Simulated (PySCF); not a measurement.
Sn(35+) (tin, charge +35) across methods

[Ne] 3s2 3p3, high-spin 4S determinant. Computed with PySCF 2.14 in an uncontracted even-tempered set (18 s from 5.9 bohr⁻², ratio 2.5; 12 p from 7.7 bohr⁻², ratio 2.5; 4 d from 32 bohr⁻², ratio 2.7; 4 f from 48 bohr⁻², ratio 2.7), with the spin-free X2C one-electron Hamiltonian (Gaussian nucleus).

| method | E (hartree) | mean ε 3s α (eV) | mean ε 3s β (eV) | mean ε 3p α (eV) | Σ⟨r²⟩ (bohr²) | ⟨S²⟩ |
| --- | --- | --- | --- | --- | --- | --- |
| revPBE | -5180.38 | -2432.5 | -2409.3 | -2297.8 | 0.6340 | 3.750 |
| UHF | -5179.43813 | -2489.1 | -2436.2 | -2335.4 | 0.6349 | 3.750 |
| PBE0 | -5180.01 | -2446.8 | -2416.8 | -2307.5 | 0.6343 | 3.750 |
| PBE | -5179.99 | -2432.2 | -2409.5 | -2297.7 | 0.6341 | 3.750 |
| LDA | -5174.16 | -2429.3 | -2408.9 | -2296.3 | 0.6346 | 3.750 |
| r2SCANh | -5180.24 | -2444.8 | -2412.5 | -2304.7 | 0.6346 | 3.750 |
| r2SCAN | -5180.26 | -2439.8 | -2409.6 | -2301.2 | 0.6346 | 3.750 |

Spin-orbit coupling is strong in this species (close to jj coupling), so the high-spin LS determinant is a model state, not a physical level.
